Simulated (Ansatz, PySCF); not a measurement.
Gas-phase reaction in SMILES: BrBr [molecular bromine] → 2 Br atom (the Br-Br bond at the site shown breaks; other sites are not compared here)
Geometries: B3LYP-D3(BJ)/def2-TZVP minima from Ansatz (an electronic-structure program). Frequencies are from Ansatz.

Quantity: bond dissociation energy (enthalpy at 298 K, with B3LYP-D3(BJ) rigid-rotor harmonic-oscillator terms), in kcal/mol. Cores are frozen in the correlated levels unless marked. Open shells are spin-unrestricted. No spin-orbit coupling. The frozen core is the preceding noble-gas configuration, with the filled d and f shells of earlier blocks. No relativistic terms. CBS marks a two-point X^-3 extrapolation of the correlation energy; Hartree-Fock from the larger set (for Q and 5 zeta extrapolated as (X+1)exp(-9√X)). The bracket is a focal-point correction in the basis named.

From measured enthalpies of formation at 298 K: 46.1 kcal/mol (BrBr 7.4, ATcT 1.112; Br atom 26.7, ATcT 1.112). It holds spin-orbit effects, which the calculations lack, and core correlation, which the frozen-core levels lack.

```tsv
level	program	bond dissociation energy (kcal/mol)	error against measurement
HF/def2-TZVPD	PySCF	15.7	-30.4
HF/def2-QZVPPD	Ansatz	16.0	-30.1
BP86-D3(BJ)/def2-TZVPD	PySCF + dftd3	58.4	12.3
PBE0-D4/def2-TZVPD	Ansatz + dftd4	53.1	7.0
CAM-B3LYP-D4/def2-TZVPD	Ansatz + dftd4	47.9	1.8
B2GP-PLYP-D3(BJ)/def2-TZVPD	Ansatz + dftd3	49.3	3.2
PBE-QIDH/def2-TZVPD	Ansatz	49.4	3.3
MP2/aug-cc-pVDZ	Ansatz	42.2	-3.9
RI-MP2/aug-cc-pVTZ	Ansatz	50.7	4.6
RI-MP2/aug-cc-pVQZ	Ansatz	53.4	7.3
RI-MP2/CBS(cc-pVTZ,cc-pVQZ)	Ansatz	55.1	9.0
SCS-MP2/def2-TZVPPD	Ansatz	47.3	1.2
SCS-MP2/cc-pVQZ	Ansatz	50.1	4.0
CCSD/aug-cc-pVTZ	Ansatz	44.2	-1.9
CCSD/cc-pVQZ	Ansatz	46.0	-0.1
CCSD/def2-QZVPP	Ansatz	46.0	-0.1
CCSD(T)/def2-SVP	Ansatz	39.6	-6.5
CCSD(T)/def2-SVPD	Ansatz	39.6	-6.5
CCSD(T)/cc-pVQZ	Ansatz	49.9	3.8
RI-MP2/CBS(def2-TZVPP,def2-QZVPP)+[CCSD(T)-MP2]/def2-QZVPP	Ansatz	52.0	5.9
CCSD(T)/CBS(cc-pVQZ,cc-pV5Z)	Ansatz	52.4	6.3
```
